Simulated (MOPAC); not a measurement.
Job for MOPAC: PM3 on CH4BrIn (SMILES [CH3][InH][Br]), a point of a torsion scan.

```
PM3 1SCF PRECISE CHARGE=0 THREADS=1
CH4BrIn

C     -1.14590568 1    -0.25959961 1     0.05467960 1
In     0.77576923 1     0.15535106 1     1.08471549 1
Br     0.88358796 1     2.28752102 1     2.34655462 1
H     -1.16522237 1     0.30644926 1    -0.87515056 1
H     -1.93040329 1     0.10515957 1     0.71689236 1
H     -1.27987804 1    -1.31811093 1    -0.14967994 1
H      2.26969230 1    -0.72221878 1     1.19123290 1
```

It printed:

```
*******************************************************************************
 **                                                                           **
 **                              MOPAC v23.2.5                                **
 **                                                                           **
 *******************************************************************************
 ** MOPAC's Digital Object Identifier: https://doi.org/10.5281/zenodo.6511958 **
 **                                                                           **
 ** Please cite the open-source release paper for use of this MOPAC version:  **
 ** J. E. Moussa and J. J. P. Stewart (2026)                                  **
 ** MOPAC: An open-source semiempirical molecular orbital program             **
 ** J. Open Source Softw., 11(119), 8025, https://doi.org/10.21105/joss.08025 **
 *******************************************************************************

                              PM3 CALCULATION RESULTS

 *******************************************************************************
 *  PM3        - The PM3 Hamiltonian to be used
 *
 *
 *
 *                 CHARGE ON SYSTEM = 0
 *
 *
 *
 *  PRECISE    - TIGHTER CRITERIA TO BE USED
 *  1SCF       - DO 1 SCF AND THEN STOP
 *  THREADS=1  - MULTI-THREADING NOT USED
 *  T=         - A TIME OF 172800.0 SECONDS REQUESTED
 *  DUMP=N     - RESTART FILE WRITTEN EVERY 7200.0 SECONDS REQUESTED
 *******************************************************************************
PM3 1SCF PRECISE CHARGE=0 THREADS=1
 CH4BrIn

   ATOM   CHEMICAL          X               Y               Z
  NUMBER   SYMBOL      (ANGSTROMS)     (ANGSTROMS)     (ANGSTROMS)

     1       C         -1.14590568  *  -0.25959961  *   0.05467960  *
     2      In          0.77576923  *   0.15535106  *   1.08471549  *
     3      Br          0.88358796  *   2.28752102  *   2.34655462  *
     4       H         -1.16522237  *   0.30644926  *  -0.87515056  *
     5       H         -1.93040329  *   0.10515957  *   0.71689236  *
     6       H         -1.27987804  *  -1.31811093  *  -0.14967994  *
     7       H          2.26969230  *  -0.72221878  *   1.19123290  *



          CARTESIAN COORDINATES

    NO.       ATOM           X           Y           Z

     1         C         -1.1459     -0.2596      0.0547
     2        In          0.7758      0.1554      1.0847
     3        Br          0.8836      2.2875      2.3466
     4         H         -1.1652      0.3064     -0.8752
     5         H         -1.9304      0.1052      0.7169
     6         H         -1.2799     -1.3181     -0.1497
     7         H          2.2697     -0.7222      1.1912

  H: (PM3): J. J. P. STEWART, J. COMP. CHEM. 10, 209 (1989).
  C: (PM3): J. J. P. STEWART, J. COMP. CHEM. 10, 209 (1989).
 Br: (PM3): J. J. P. STEWART, J. COMP. CHEM. 10, 209 (1989).
 In: (PM3): J. J. P. STEWART, J. COMP. CHEM. 12, 320-341 (1991).

           Empirical Formula: C H4 In Br  =     7 atoms



      MOLECULAR POINT GROUP   :   C1


      RHF CALCULATION, NO. OF DOUBLY OCCUPIED LEVELS = 9


 -------------------------------------------------------------------------------
 PM3 1SCF PRECISE CHARGE=0 THREADS=1
 CH4BrIn



     1SCF WAS SPECIFIED, SO BFGS WAS NOT USED
     SCF FIELD WAS ACHIEVED


                              PM3 CALCULATION
                                                       MOPAC v23.2.5 Linux




          FINAL HEAT OF FORMATION =         -8.48548 KCAL/MOL =     -35.50326 KJ/MOL


          COSMO AREA              =        123.28 SQUARE ANGSTROMS
          COSMO VOLUME            =        109.42 CUBIC ANGSTROMS

          IONIZATION POTENTIAL    =         11.304683 EV
          HOMO LUMO ENERGIES (EV) =        -11.305 -3.166
          NO. OF FILLED LEVELS    =          9
          MOLECULAR WEIGHT        =        210.7666         POINT GROUP:  C1

          MOLECULAR DIMENSIONS (Angstroms)

            Atom       Atom       Distance
            H     6   Br     3     4.89003
            H     7    H     5     4.04096
            H     4    H     5     1.60688


          SCF CALCULATIONS        =          1





   ATOM   CHEMICAL          X               Y               Z
  NUMBER   SYMBOL      (ANGSTROMS)     (ANGSTROMS)     (ANGSTROMS)

     1       C         -1.14590568  *  -0.25959961  *   0.05467960  *
     2      In          0.77576923  *   0.15535106  *   1.08471549  *
     3      Br          0.88358796  *   2.28752102  *   2.34655462  *
     4       H         -1.16522237  *   0.30644926  *  -0.87515056  *
     5       H         -1.93040329  *   0.10515957  *   0.71689236  *
     6       H         -1.27987804  *  -1.31811093  *  -0.14967994  *
     7       H          2.26969230  *  -0.72221878  *   1.19123290  *

                             CARTESIAN COORDINATES

   1    C       -1.145905680    -0.259599610     0.054679600
   2   In        0.775769230     0.155351060     1.084715490
   3   Br        0.883587960     2.287521020     2.346554620
   4    H       -1.165222370     0.306449260    -0.875150560
   5    H       -1.930403290     0.105159570     0.716892360
   6    H       -1.279878040    -1.318110930    -0.149679940
   7    H        2.269692300    -0.722218780     1.191232900


           Empirical Formula: C H4 In Br  =     7 atoms



      MOLECULAR POINT GROUP   :   C1


                  EIGENVALUES
 -29.47776 -19.11806 -15.75957 -14.62359 -14.44296 -12.74787 -12.38827 -12.27832
 -11.30468  -3.16599  -1.79952  -0.33112   1.06315   3.66132   3.87945   3.97676


              NET ATOMIC CHARGES AND DIPOLE CONTRIBUTIONS

  ATOM NO.   TYPE          CHARGE      No. of ELECS.   s-Pop       p-Pop
    1          C          -0.072222        4.0722     1.14099     2.93124
    2         In           0.074940        2.9251     1.26523     1.65983
    3         Br          -0.285361        7.2854     1.78583     5.49953
    4          H           0.072226        0.9278     0.92777
    5          H           0.070661        0.9293     0.92934
    6          H           0.069283        0.9307     0.93072
    7          H           0.070472        0.9295     0.92953
 DIPOLE           X         Y         Z       TOTAL
 POINT-CHG.    -1.251    -3.531    -2.552     4.532
 HYBRID        -0.019     0.532     0.286     0.604
 SUM           -1.271    -2.999    -2.265     3.967


          ATOMIC ORBITAL ELECTRON POPULATIONS

     Atom    s        px        py        pz
    1  C   1.14099   0.92906   1.01462   0.98756
    2 In   1.26523   0.82131   0.52715   0.31137
    3 Br   1.78583   1.98227   1.67706   1.84020
    4  H   0.92777
    5  H   0.92934
    6  H   0.93072
    7  H   0.92953

 **********************
 *                    *
 * JOB ENDED NORMALLY *
 *                    *
 **********************




 == MOPAC DONE ==
```

The run finished.

Cost: about 0.010 core-seconds (a rough figure).
